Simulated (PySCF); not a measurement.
Al(Cl)(OH)(SiH3) (AlClH4OSi), SMILES [OH][Al]([SiH3])[Cl]. The structure is a stationary point at r2SCAN-D4/def2-SVP. The values are those of a single conformer.

Computed equilibrium geometry at r2SCAN-D4/def2-SVP (PySCF confirms it by a frequency run) as bond lengths and angles, and its point group (one conformer of several):
point group Cs.
Atoms: Al1 Cl2 O3 H4 Si5 H6 H7 H8. Bond lengths (Å): Al1–Cl2 2.116, Al1–O3 1.698, Al1–Si5 2.427, O3–H4 0.962, Si5–H6 1.495, Si5–H7 1.497, Si5–H8 1.497. Angles (°): Cl2–Al1–O3 118.9, Cl2–Al1–Si5 121.8, O3–Al1–Si5 119.3, Al1–O3–H4 127.5, Al1–Si5–H6 111.4, Al1–Si5–H7 110.5, Al1–Si5–H8 110.5, H6–Si5–H7 108.5, H6–Si5–H8 108.5, H7–Si5–H8 107.5.
Charge 0, spin multiplicity 1.
